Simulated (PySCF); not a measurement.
All values below come from PBE-D3(BJ)/def2-TZVP // PBE0-D3(BJ)/def2-SVP in PySCF 2.14.0. Gas-phase values, no solvent. One relaxed conformer stands for a flexible species; it need not be the lowest. 

Reference species (SMILES): `[Sn]([F])([F])([F])[F]` (neutral, multiplicity 1).

```
Property           Value
-------------  ---------
HOMO–LUMO gap    5.31 eV
HOMO           -10.22 eV
```

Changed species: `[F][Sn]([O]C)([F])[O]C` (C–O–Sn–F torsion 56°, F–Sn–O–C torsion -58°) (2 of 4 F replaced by OCH3; the reference has 0 of 4 F replaced by OCH3).

Task: Predict the effect on the HOMO–LUMO gap and HOMO.

Result: the HOMO–LUMO gap falls by 1.86 eV, to 3.45 eV; the HOMO increases by 3.22 eV, to -7.00 eV.
